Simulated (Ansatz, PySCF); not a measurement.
This Ansatz (a first-principles code) input computes a BLYP/def2-TZVPD energy:

Ansatz 0.2 input:
```yaml
crystal:
  periodic: [false, false, false]
  atoms:
    - {symbol: Si, position_ang: [-0.01118319, 0.08426777, -0.15036363]}
    - {symbol: C, position_ang: [1.76412864, 0.26289456, -0.63804851]}
    - {symbol: C, position_ang: [-1.00875104, -1.08044742, -1.18466199]}
    - {symbol: C, position_ang: [-0.86598730, 1.65102093, 0.33550737]}
    - {symbol: N, position_ang: [0.11412378, -0.85994745, 1.53445174]}
    - {symbol: H, position_ang: [1.81911512, 0.79165956, -1.59330717]}
    - {symbol: H, position_ang: [2.25640857, -0.70171685, -0.77784732]}
    - {symbol: H, position_ang: [2.33738333, 0.84755599, 0.08438382]}
    - {symbol: H, position_ang: [-1.14667587, -0.64513973, -2.17794894]}
    - {symbol: H, position_ang: [-2.00418777, -1.25575009, -0.77146336]}
    - {symbol: H, position_ang: [-0.51240143, -2.04308724, -1.32365855]}
    - {symbol: H, position_ang: [-1.86163355, 1.47170935, 0.74647488]}
    - {symbol: H, position_ang: [-0.99397994, 2.27635892, -0.55202028]}
    - {symbol: H, position_ang: [-0.28887244, 2.23364505, 1.05651084]}
    - {symbol: H, position_ang: [0.64860411, -0.33280768, 2.22676805]}
    - {symbol: H, position_ang: [0.57370705, -1.76579728, 1.42925309]}
    - {symbol: H, position_ang: [-0.80611080, -1.03755503, 1.94000236]}
basis:
  gaussian:
    orbitals: def2-TZVPD
hamiltonian:
  xc: {name: BLYP}
total_charge: 1
output: {forces: true}
```

### Question
Write an input for the same energy in PySCF and say what it gives.

### Answer

```python
from pyscf import gto, scf, dft

mol = gto.M(
    atom='''
    Si   -0.01118319    0.08426777   -0.15036363
    C     1.76412864    0.26289456   -0.63804851
    C    -1.00875104   -1.08044742   -1.18466199
    C    -0.86598730    1.65102093    0.33550737
    N     0.11412378   -0.85994745    1.53445174
    H     1.81911512    0.79165956   -1.59330717
    H     2.25640857   -0.70171685   -0.77784732
    H     2.33738333    0.84755599    0.08438382
    H    -1.14667587   -0.64513973   -2.17794894
    H    -2.00418777   -1.25575009   -0.77146336
    H    -0.51240143   -2.04308724   -1.32365855
    H    -1.86163355    1.47170935    0.74647488
    H    -0.99397994    2.27635892   -0.55202028
    H    -0.28887244    2.23364505    1.05651084
    H     0.64860411   -0.33280768    2.22676805
    H     0.57370705   -1.76579728    1.42925309
    H    -0.80611080   -1.03755503    1.94000236
    ''',
    basis='def2-tzvpd',
    charge=1,
    spin=0,
    verbose=4,
)

mf = dft.RKS(mol, xc='blyp').density_fit(auxbasis='def2-universal-jkfit')
mf.grids.level = 3
mf.conv_tol = 1e-9
mf.max_cycle = 100
mf.max_memory = 1500
mf.kernel()
if not mf.converged:
    mf = mf.newton()
    mf.kernel(mf.make_rdm1())
mf.analyze()
```
It gives -465.59026 Eh, and Ansatz -465.59003 Eh, a difference of 0.23 mEh, from the treatment of integrals and grids.

It need not be the lowest isomer of its formula.
